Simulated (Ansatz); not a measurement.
Isolated molecules relaxed with PBE0-D4/def2-TZVP in Ansatz; ΔE leaves out vibrations. CCSD(T)/CBS is the MP2 limit (def2-TZVPP, def2-QZVPP) plus CCSD(T) − MP2 in def2-TZVPP, frozen cores. This one scheme is used for every species. One conformer a species, not always the lowest.

`CCB(F)F` + `[OH][Al]([Cl])[Cl]` → `CC[O][Al]([Cl])[Cl]` + `FBF`  (substitution at a C–B bond)

`CCB(F)F`:

```xyz
10

C    -0.423    0.749    0.866
C     0.373    0.282   -0.346
B     0.176   -1.209   -0.755
F    -0.640   -2.026   -0.111
F     0.825   -1.732   -1.783
H    -0.235    1.801    1.086
H    -1.497    0.630    0.707
H    -0.165    0.172    1.757
H     1.448    0.440   -0.195
H     0.138    0.893   -1.227
```

`[OH][Al]([Cl])[Cl]`:

Z-matrix (Å, degrees):
```
Al
O 1 1.677
Cl 1 2.080 2 121.5
Cl 1 2.070 2 118.5 3 -179.9
H 2 0.956 1 123.2 3 -0.1
```

`CC[O][Al]([Cl])[Cl]`:

Cartesian coordinates in Å:
```
C -0.025 0.492 1.568
C 0.365 -0.572 0.569
O 0.629 -0.004 -0.693
Al -0.159 0.047 -2.158
Cl -1.970 -0.943 -2.428
Cl 0.685 1.106 -3.726
H -0.176 0.050 2.556
H -0.954 0.984 1.270
H 0.757 1.251 1.644
H 1.275 -1.084 0.901
H -0.427 -1.328 0.496
```

`FBF`:

Cartesian coordinates in Å:
```
F 0.585 -0.400 -1.082
B -0.012 0.038 0.003
F -0.200 -0.808 0.990
H -0.373 1.170 0.089
```

```tsv
level	ΔE (kcal/mol)
HF/def2-TZVPP	18.8
MP2/CBS(def2)	22.3
```

Problem. What does CCSD(T)/CBS give? (An estimate is asked.)

Solution. Ansatz gave: +21.5 kcal/mol. The listed levels differ from it by -2.7, 0.8 kcal/mol.

Problem. What do rigid-rotor, harmonic-oscillator terms from PBE0-D4/def2-TZVP frequencies (298.15 K, 1 bar) make of the CCSD(T)/CBS value? (Estimate.)

Solution. Ansatz gave: ΔZPE = -0.1 kcal/mol, ΔH = +21.5 kcal/mol, ΔS = 0 J/(mol·K), ΔG = +21.5 kcal/mol. Modes under 50 cm⁻¹ make the entropy rough.

Largest T1 diagnostic among the species: 0.013.

Leaving LDA and LC-ωPBE aside and taking each functional with its dispersion term where it has one, the values, not all of them listed here, spread over 3.4 kcal/mol, from BLYP-D4 to B97M-V. In def2-TZVPP, CCSD(T) changes the Hartree–Fock value by +2.1 kcal/mol (the triples alone add −0.1 kcal/mol) and MP2 by +2.9 kcal/mol.
